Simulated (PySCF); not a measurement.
F₂ (SMILES FF), singlet, at a GFN2-xTB geometry; MP2/6-31G* run with PySCF.

PySCF was given this input:
```python
from pyscf import gto, scf, mp

mol = gto.Mole()
mol.atom = '''
    F    -0.00000000   -0.00000000   -0.70158239
    F     0.00000000    0.00000000    0.70158239
'''
mol.basis = '6-31g*'
mol.verbose = 4
mol.build()

mf = scf.RHF(mol)
mf.kernel()

pt = mp.MP2(mf)
pt.kernel()
print('E(MP2) = %.10f' % pt.e_tot)
```

### Question
What does PySCF print? Leave out banner, timings and long lists.

### Answer

```
PySCF version 2.14.0

[INPUT] verbose = 4
[INPUT] num. atoms = 2
[INPUT] num. electrons = 18
[INPUT] charge = 0
[INPUT] spin (= nelec alpha-beta = 2S) = 0
[INPUT] symmetry False subgroup None
[INPUT] Mole.unit = angstrom
[INPUT] Symbol           X                Y                Z      unit          X                Y                Z       unit  Magmom
[INPUT]  1 F      0.000000000000   0.000000000000  -0.701582390000 AA    0.000000000000   0.000000000000  -1.325798570918 Bohr   0.0
[INPUT]  2 F      0.000000000000   0.000000000000   0.701582390000 AA    0.000000000000   0.000000000000   1.325798570918 Bohr   0.0

nuclear repulsion = 30.5476268329084
number of shells = 12
number of NR pGTOs = 54
number of NR cGTOs = 28
basis = 6-31g*
ecp = {}

******** <class 'pyscf.scf.hf.RHF'> ********
method = RHF
initial guess = minao
damping factor = 0
level_shift factor = 0
DIIS = <class 'pyscf.scf.diis.CDIIS'>
diis_start_cycle = 1
diis_space = 8
diis_damp = 0
SCF conv_tol = 1e-09
SCF conv_tol_grad = None
SCF max_cycles = 50
direct_scf = True
direct_scf_tol = 1e-13
Set gradient conv threshold to 3.16228e-05
Initial guess from minao.
init E= -198.473821807154
  HOMO = -0.520721330808278  LUMO = -0.220450611638253  gap/eV = 8.17078
cycle= 1 E= -198.653543936454  delta_E= -0.18  |g|= 0.303  |ddm|= 1.42
  HOMO = -0.681008758239265  LUMO = 0.0720314384491743  gap/eV = 20.49127
cycle= 2 E= -198.669727553552  delta_E= -0.0162  |g|= 0.0764  |ddm|= 0.179
  HOMO = -0.649890707566026  LUMO = 0.118414376178667  gap/eV = 20.90665
cycle= 3 E= -198.670650754275  delta_E= -0.000923  |g|= 0.0168  |ddm|= 0.0416
  HOMO = -0.656203194360586  LUMO = 0.114047281117947  gap/eV = 20.95958
cycle= 4 E= -198.670717180082  delta_E= -6.64e-05  |g|= 0.0037  |ddm|= 0.0123
  HOMO = -0.655316848252887  LUMO = 0.115347675366602  gap/eV = 20.97085
cycle= 5 E= -198.670720086384  delta_E= -2.91e-06  |g|= 0.000465  |ddm|= 0.00259
  HOMO = -0.655351866675694  LUMO = 0.115260554391792  gap/eV = 20.96943
cycle= 6 E= -198.670720148531  delta_E= -6.21e-08  |g|= 4.02e-05  |ddm|= 0.000358
  HOMO = -0.655348331914206  LUMO = 0.115261492951314  gap/eV = 20.96936
cycle= 7 E= -198.670720148989  delta_E= -4.58e-10  |g|= 4.4e-06  |ddm|= 3.69e-05
  HOMO = -0.655348488855855  LUMO = 0.115260712492335  gap/eV = 20.96934
Extra cycle  E= -198.670720148994  delta_E= -5.34e-12  |g|= 1.21e-06  |ddm|= 3.05e-06
converged SCF energy = -198.670720148994

******** <class 'pyscf.mp.mp2.RMP2'> ********
nocc = 9, nmo = 28
E(RMP2) = -199.032381576808  E_corr = -0.36166142781423
E(SCS-RMP2) = -199.020959870848  E_corr = -0.35023972185346
E_corr(same-spin) = -0.0966392209887887
E_corr(oppo-spin) = -0.265022206825442
E(MP2) = -199.0323815768
```
